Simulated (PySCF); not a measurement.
# Niobium: a sound run and one with changed settings

Sound run: Nb⁺ [Kr] 4d4, Nb²⁺ [Kr] 4d3. All numbers are calculated (PySCF 2.14, scalar relativity through the core potential, in aug-cc-pVDZ-PP with ECP28MDF (5s5p4d2f, 54 functions)). The sound run starts from symmetry-adapted Hartree-Fock orbitals and uses a fine grid where one is needed.

A second run was set up differently.

| species | method | sound run (hartree) | changed run (hartree) | converged |
| --- | --- | --- | --- | --- |
| Nb⁺ | UHF | -55.92700 | -55.92700 | yes |
| Nb⁺ | MN15 | n/a | -56.26038 | yes |
| Nb⁺ | r2SCAN | -56.41328 | -56.43917 | yes |
| Nb²⁺ | UHF | -55.44583 | -55.44583 | yes |
| Nb²⁺ | MN15 | -55.74623 | -55.68638 | yes |
| Nb²⁺ | r2SCAN | -55.88538 | -55.99449 | yes |

Ionisation energy of Nb⁺:

| method | sound run (eV) | changed run (eV) |
| --- | --- | --- |
| UHF | 13.093 | 13.093 |
| MN15 | n/a | 15.619 |
| r2SCAN | n/a | 12.100 |

(1) What was changed?
A. a valence shell is frozen
B. angular grid far too coarse
C. too few SCF iterations
D. minimal basis

Results:

(1) B. It used 14 angular points. A coarse angular grid integrates products of high-l functions wrongly, so density functionals can shift, and the SCF can exploit the error; Hartree-Fock and MP2 need no grid.
